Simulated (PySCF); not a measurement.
Molecule: sum formula H4SiNO (charge 0, doublet). It need not be the lowest isomer of its formula. 
Structure (B3LYP-D3(BJ)/def2-TZVP (Ansatz) minimum search):
SMILES: N[SiH2][O]
```xyz
7

N      1.4594     0.0991    -0.1778
Si    -0.2381     0.1100    -0.3196
O     -1.1924    -0.3708     0.9490
H      1.9622     0.9023     0.1641
H      1.9871    -0.7506    -0.0554
H     -0.6255     1.4944    -0.6717
H     -0.6673    -0.9138    -1.3103
```
Charge 0, spin multiplicity 2.

Dispersion corrections to the total energy (kcal/mol) from the dftd3 and dftd4 libraries through PySCF: D3(BJ) without and D4 with the three-body term, each with the damping fitted for the functional named.

| functional | D3(BJ) | D4 |
|---|---|---|
| BHLYP | -3.44 | -2.71 |
| r2SCAN | -0.64 | -0.53 |
| revPBE | -6.29 | [?] |
| HSE06 | [?] | -1.75 |
| B2GP-PLYP | [?] | -0.93 |
| BP86 | -3.88 | -2.98 |
| BLYP | -5.30 | -5.17 |

**Question.** Some entries are withheld; supply them.

**Answer.** 
- revPBE, D4: -7.53
- HSE06, D3(BJ): -1.54
- B2GP-PLYP, D3(BJ): -1.68
